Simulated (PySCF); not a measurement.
Compound: C4H6GaNO2.
Atom-mapped SMILES: `[H]/[N:1]=[CH:2]/[C:3]1=[CH:4][O:5][GaH2-:6][O+:7]=[CH:8]1` (hydrogens: H9 on N1; H10 on C2; H11 on C4; H12, H13 on Ga6; H14 on C8)

Cartesian coordinates in Å at the PBE0-D3(BJ)/def2-SVP level; atoms count from 1:
```xyz
14
C4H6GaNO2 angstrom
N     -2.5582   -1.5051    0.5286
C     -1.8219   -0.4810    0.6938
C     -0.3588   -0.5544    0.7009
C      0.3857    0.6196    0.8844
O      1.6405    0.7372    0.9157
Ga     2.9392   -0.7198    0.7022
O      1.4966   -2.0457    0.5020
C      0.2624   -1.8114    0.5229
H     -3.5468   -1.2503    0.5522
H     -2.2270    0.5405    0.8427
H     -0.1845    1.5595    1.0188
H      3.5892   -0.9641    2.0989
H      3.5926   -0.5498   -0.7043
H     -0.4170   -2.6716    0.3898
```

Level: CAM-B3LYP/def2-SVPD in PySCF, non-relativistic, on one gas-phase PBE0-D3(BJ)/def2-SVP geometry that isn't relaxed in the solvent. The solvent is an IEF-PCM continuum (van der Waals radii × 1.2), and excitations are vertical TDDFT with non-equilibrium linear response and a frozen core. Specific hydrogen bonds and non-electrostatic terms are outside this model. Spin–orbit coupling is left out although an atom past zinc is present.

Gas-phase singlets (H = HOMO, L = LUMO):

```tsv
state	E (eV)	λ (nm)	f	leading configurations
S1	4.282	290	0.077	H→L 97%
S2	4.470	277	0.001	H-3→L 56%, H-1→L 37%
S3	5.048	246	0.001	H-3→L 35%, H-1→L 34%, H-1→L+1 24%
S4	5.454	227	0.001	H-1→L+1 64%, H-1→L 16%
S5	5.849	212	0.335	H→L+1 73%, H-2→L 23%
```

Task: Give the list for chloroform (ε = 4.711), n² = 2.09.

Result: 
| state | E (eV) | λ (nm) | f | leading configurations | change by rank (eV) |
| --- | --- | --- | --- | --- | --- |
| S1 | 4.257 | 291 | 0.107 | H→L 98% | -0.025 |
| S2 | 4.507 | 275 | 0.001 | H-3→L 55%, H-1→L 39% | +0.037 |
| S3 | 5.091 | 244 | 0.002 | H-3→L 36%, H-1→L 32%, H-1→L+1 26% | +0.043 |
| S4 | 5.517 | 225 | 0.001 | H-1→L+1 62%, H-1→L 17% | +0.063 |
| S5 | 5.756 | 215 | 0.561 | H→L+1 92% | -0.093 |

Task: How do the frontier levels move from gas to chloroform?

Result: 
```json
{"orbital": "LUMO+2", "gas (eV)": "0.90", "solvent (eV)": "1.01", "change (eV)": "+0.11"}
{"orbital": "LUMO+1", "gas (eV)": "0.27", "solvent (eV)": "0.45", "change (eV)": "+0.18"}
{"orbital": "LUMO", "gas (eV)": "-1.25", "solvent (eV)": "-1.05", "change (eV)": "+0.20"}
{"orbital": "HOMO", "gas (eV)": "-8.45", "solvent (eV)": "-8.32", "change (eV)": "+0.13"}
{"orbital": "HOMO-1", "gas (eV)": "-9.37", "solvent (eV)": "-9.25", "change (eV)": "+0.12"}
{"orbital": "HOMO-2", "gas (eV)": "-9.98", "solvent (eV)": "-9.98", "change (eV)": "0.00"}
{"orbital": "HOMO-3", "gas (eV)": "-10.18", "solvent (eV)": "-10.03", "change (eV)": "+0.15"}
```

The HOMO–LUMO gap goes from 7.21 to 7.27 eV. Rows go by rank; for LUMO+2 the atom shares or the degeneracy differ between the runs, so the row needn't follow one orbital.
